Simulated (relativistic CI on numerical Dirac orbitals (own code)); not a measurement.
Rb III: calculation against measurement

Computed by Dirac-Coulomb-Breit CI, separate exchange-only KLI orbitals for each configuration, QED by a radiative potential, valence Slater integrals scaled by 0.85, P86 correlation energy added to each configuration (own radial code, finite nucleus).

CI space (outside the closed core [Ar] 3d10): 4s2 4p5, 4s 4p6, 4s2 4p4 4d, 4s2 4p4 4f, 4s2 4p4 5s, 4s 4p5 4d, 4s2 4p4 5p, 4s2 4p4 6s, 4s2 4p4 5d, 4s 4p5 4f, 4s2 4p4 6p, 4s2 4p4 6d, 4s2 4p4 5f, 4s2 4p4 5g. Double excitations out of closed p, d and f shells are left out; levels of such configurations are missing from the list, as are those of other unlisted configurations, and high levels can miss mixing partners.

| Configuration | Term (tabulated) | J | Measured (cm⁻¹) | Computed | Error | Purity (%) |
| --- | --- | --- | --- | --- | --- | --- |
| 4s2 4p5 | 2P° | 3/2 | 0.0 | 0 | 0 | 99 |
| 4s2 4p5 | 2P° | 1/2 | 7374.5 | 7320 | -55 | 99 |
| 4s 4p6 | 2S | 1/2 | 130032.2 | 135060 | 5028 | 64 |
| 4s2 4p4 4d | 4D | 7/2 | 154721.3 | 157714 | 2993 | 94 |
| 4s2 4p4 4d | 4D | 5/2 | 154877.3 | 157940 | 3062 | 92 |
| 4s2 4p4 4d | 4D | 3/2 | 155564.2 | 158683 | 3119 | 91 |
| 4s2 4p4 4d | 4D | 1/2 | 156393.5 | 159568 | 3175 | 92 |
| 4s2 4p4 5s | 4P | 5/2 | 167086.1 | 171426 | 4340 | 70 |
| 4s2 4p4 4d | 4P | 1/2 | 168449.9 | 171864 | 3414 | 76 |
| 4s2 4p4 4d | 2F | 7/2 | 171159.3 | 174901 | 3741 | 75 |
| 4s2 4p4 4d | 4P | 5/2 | 173415.6 | 177190 | 3775 | 62 |
| 4s2 4p4 5s | 4P | 1/2 | 175434.5 | 180392 | 4958 | 87 |
| 4s2 4p4 4d | 2F | 5/2 | 177062.8 | 180990 | 3927 | 69 |
| 4s2 4p4 5s | 2P | 1/2 | 179095.9 | 184418 | 5322 | 95 |
| 4s2 4p4 4d | 2F | 5/2 | 186615.8 | 190934 | 4318 | 91 |
| 4s2 4p4 5s | 2D | 3/2 | 187167.8 | 192871 | 5703 | 91 |
| 4s2 4p4 4d | 2F | 7/2 | 188488.3 | 192446 | 3957 | 98 |
| 4s2 4p4 5p | 4P° | 5/2 | 198108.0 | 202033 | 3925 | 80 |
| 4s2 4p4 5p | 4P° | 3/2 | 198339.8 | 202381 | 4041 | 71 |
| 4s2 4p4 5p | 4P° | 1/2 | 200471.5 | 204564 | 4093 | 58 |
| 4s2 4p4 5p | 4D° | 7/2 | 200904.9 | 204560 | 3655 | 95 |
| 4s2 4p4 5p | 2D° | 5/2 | 201148.9 | 205040 | 3891 | 65 |
| 4s2 4p4 5p | 4D° | 1/2 | 206380.7 | 210215 | 3834 | 91 |
| 4s2 4p4 5p | 4D° | 5/2 | 206877.5 | 210659 | 3781 | 58 |
| 4s2 4p4 5p | 4S° | 3/2 | 209327.2 | 212876 | 3549 | 73 |
| 4s2 4p4 5p | 2S° | 1/2 | 209717.0 | 213781 | 4064 | 67 |
| 4s2 4p4 5p | 2F° | 5/2 | 216235.4 | 220741 | 4506 | 92 |
| 4s2 4p4 5p | 2F° | 7/2 | 217262.4 | 221640 | 4378 | 95 |
| 4s2 4p4 5p | 2P° | 3/2 | 218711.0 | 223281 | 4570 | 80 |
| 4s2 4p4 5p | 2D° | 3/2 | 220856.9 | 225107 | 4250 | 82 |
| 4s2 4p4 5p | 2D° | 5/2 | 221044.6 | 225196 | 4151 | 96 |
| 4s2 4p4 5p | 2P° | 1/2 | 222301.4 | 226703 | 4402 | 97 |
| 4s2 4p4 5p | 2P° | 3/2 | 239587.7 | 244227 | 4639 | 93 |
| 4s2 4p4 6s | 4P | 5/2 | 241129.0 | 244045 | 2916 | 88 |
| 4s2 4p4 5d | 4D | 7/2 | 241489.0 | 244380 | 2891 | 73 |
| 4s2 4p4 5d | 4D | 5/2 | 241669.0 | 244560 | 2891 | 66 |
| 4s2 4p4 5d | 2F | 7/2 | 243773.0 | 246409 | 2636 | 65 |
| 4s2 4p4 5d | 4P | 3/2 | 246316.0 | 249589 | 3273 | 55 |
| 4s2 4p4 6s | 4P | 3/2 | 247709.0 | 250752 | 3043 | 70 |
| 4s2 4p4 6s | 4P | 1/2 | 247807.0 | 250808 | 3001 | 90 |
| 4s2 4p4 5d | 4F | 3/2 | 249217.0 | 251938 | 2721 | 81 |
| 4s2 4p4 5d | 2D | 5/2 | 252829.0 | 257493 | 4664 | 69 |
| 4s2 4p4 6s | 2D | 5/2 | 258798.0 | 262354 | 3556 | 94 |

Measured levels from measured levels as listed in Zhang, Palmeri and Quinet, Eur. Phys. J. D 68, 104 (2014); pairs were made by configuration, J and term (by order where the table uses no LS term), so strongly mixed levels may be paired wrongly.

Mean error by configuration (cm⁻¹): 4s2 4p5 -55; 4s 4p6 5028; 4s2 4p4 4d 3548; 4s2 4p4 5s 5081; 4s2 4p4 5p 4108; 4s2 4p4 6s 3129; 4s2 4p4 5d 3179. Over the excited levels the mean absolute error is 3767 cm⁻¹ (42 of the 69 excited levels that our extract of the source holds in range could be paired, and the others can miss by more), and the median relative error of those above 1,000 cm⁻¹ is 2 %.
